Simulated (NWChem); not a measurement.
System: SiN$_{2}$H$_{5}$F; SMILES N[SiH](N)F

```xyz
9

Si    -0.0785    -0.0223     0.3238
N      1.5325    -0.3560    -0.1475
N     -0.4871     1.5207    -0.2757
F     -0.9221    -1.2752    -0.2940
H     -0.4379    -0.0163     1.7683
H      1.8671    -1.3103    -0.2022
H      2.2799     0.3011     0.0370
H     -0.2810     1.7849    -1.2321
H     -1.2550     2.0538     0.1133
```
Atoms are numbered in this order, from 1.

Computed with NWChem. Pople sets run with spherical d functions. The geometry was optimised at PBE0/def2-SVP. Atomic charges in e: unrestrained fits to the electrostatic potential beside Mulliken populations; buried atoms are poorly determined by the fit.

For level B3LYP/def2-SVP:

| Property | Result |
|---|---|
| ESP Si1 | 1.04 |
| Mulliken Si1 | 0.76 |
| ESP N2 | -0.85 |
| Mulliken N2 | -0.36 |
| ESP N3 | -0.88 |
| Mulliken N3 | -0.36 |
| Mulliken F4 | -0.36 |

Task: How do the values read with level Hartree-Fock/6-31G* instead?

Result: The ESP Si1 is 1.26 and the Mulliken Si1 comes out as 1.37. The ESP N2 is -1.03 and the Mulliken N2 is -1.07. The ESP N3 is -1.07 and the Mulliken N3 is -1.07. The Mulliken F4 comes out as -0.55.
